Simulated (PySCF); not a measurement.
Species: C3H10Si.
Structure used (PBE0-D3(BJ)/def2-SVP), in Å, numbered top down from 1:
```
atom  x, y, z in Å
C1    -0.3183    1.2726   -0.5855
C2     0.0309    0.1536    0.3952
C3    -0.8431   -1.0815    0.1836
Si4    1.8744   -0.2769    0.3093
H5    -1.3801    1.5587   -0.4981
H6    -0.1523    0.9563   -1.6289
H7     0.2843    2.1784   -0.4147
H8    -0.1358    0.5270    1.4230
H9    -1.9132   -0.8285    0.2706
H10   -0.6924   -1.5118   -0.8205
H11   -0.6291   -1.8733    0.9186
H12    2.2252   -1.3269    1.3168
H13    2.7090    0.9368    0.5745
H14    2.2170   -0.7970   -1.0532
```

The calculation used PBE0-D3(BJ)/def2-SVP geometry optimisation, gas phase (PySCF).

Take the most abundant isotopes and a rigid rotor. 

Task: What are A, B and C (cm⁻¹)?

Result: Ia = 68.44, Ib = 122.92, Ic = 170.23 u·Å²; 505379 MHz·u·Å²/I gives 7384, 4112 and 2969 MHz, that is A = 0.24630, B = 0.13715, C = 0.09903 cm⁻¹.

Task: Classify the top.

Result: An asymmetric top; Ray's κ = -0.482.

Task: What does the inertial defect say?

Result: Not planar: Δ = Ic − Ia − Ib = -21.13 u·Å². For a rigid frame Δ = −2 Σ m c², so Σ m c² = 10.57 u·Å² lies off the ab plane: 8.36 from hydrogen and 2.21 from heavier atoms. The atom farthest from that plane is 1.53 Å away.

Task: Give the other two planar moments, Paa and Pbb, and the rms extents of the mass along the axes.

Result: Paa = Σ m a² = (Ib + Ic − Ia)/2 = 112.35 and Pbb = Σ m b² = (Ia + Ic − Ib)/2 = 57.88 u·Å². With the mass M = 74.06 u, the rms extents √(P/M) along a, b and c are 1.23, 0.88, 0.38 Å.

Task: Predict some low-J microwave lines.

Result: The dipole components are |μa| = 0.82 D, |μb| = 0.00 D, |μc| = 0.24 D; the mirror of this Cs structure is the ac plane, so μb vanishes by symmetry and there are no b-type lines. The squared components, which scale the intensities, stand as 1.00 : 0.09 (a : c). Some lines, for components of 0.1 D or more:

```csv
type,branch,"J(Ka,Kc)",MHz,lower level (cm⁻¹)
a,Q,"3(2,1) ← 3(2,2)",1183,1.930
c,Q,"1(1,1) ← 1(0,1)",3272,0.236
a,R,"2(1,2) ← 1(1,1)",13018,0.345
a,R,"2(0,2) ← 1(0,1)",13910,0.236
a,R,"2(1,1) ← 1(1,0)",15303,0.383
c,R,"2(1,1) ← 1(0,1)",19718,0.236
a,R,"3(0,3) ← 2(0,2)",20309,0.700
c,R,"2(2,0) ← 1(1,0)",25371,0.383
c,R,"3(1,2) ← 2(0,2)",28585,0.700
a,R,"4(1,3) ← 3(1,2)",29989,1.654
a,R,"4(2,2) ← 3(2,1)",30126,1.969
a,R,"5(3,3) ← 4(3,2)",35959,3.534
c,R,"4(2,2) ← 3(1,2)",39590,1.654
c,R,"5(5,0) ← 4(4,0)",70034,4.420
```

Not checked by PBE0-D3(BJ)/def2-SVP frequencies. No vibrational averaging or centrifugal distortion is included, and the geometry carries the error of its method. A rigid rotor knows nothing of internal rotation, which can split or shift real lines.
